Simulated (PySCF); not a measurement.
## Adding and removing an electron: ZnH

UHF; Zn def2-TZVPPD, H def2-TZVPPD; no relativity (PySCF 2.14). Neutral (UHF): doublet (σ ↑), Re = 1.629 Å, ωe = 1617 cm⁻¹, De = 0.85 eV, HOMO -7.67 eV, LUMO 0.60 eV.

ZnH⁺ (RHF): singlet (closed shell), Re = 1.546 Å, ωe = 1971 cm⁻¹, De = 1.20 eV to Zn⁺ + H. The energies at the minima are -1778.33826 hartree for ZnH and -1778.07026 for ZnH⁺.

Question: Work out the adiabatic ionisation energy, without and with harmonic zero-point energies (1 hartree = 27.2114 eV, 1 eV = 8065.5 cm⁻¹), and the change of the bond length.

Answer: At HF: 0.26800 hartree = 7.293 eV between the minima; the zero-point term (1971.0 − 1617.0)/2 cm⁻¹ = +0.022 eV makes it 7.315 eV. Re changes by -8.3 pm against the neutral. The electron leaves a σ orbital, and the shorter bond of the ion fits an antibonding orbital, or a change in how ionic the bond is.

For an ion De counts to the pair picked by the measured ionisation energies or electron affinities, which need not be the lowest pair at this level. Where the molecule has an RHF reference, its open-shell atoms are computed with UHF. Hartree–Fock leaves out correlation, which carries a large part of most bond energies and some tenths to 1 eV of ionisation energies. States were picked by a PBE0 search and need not be the measured ground states.

Neutral and ion stand on different kinds of reference determinant, which adds to the error of the difference.
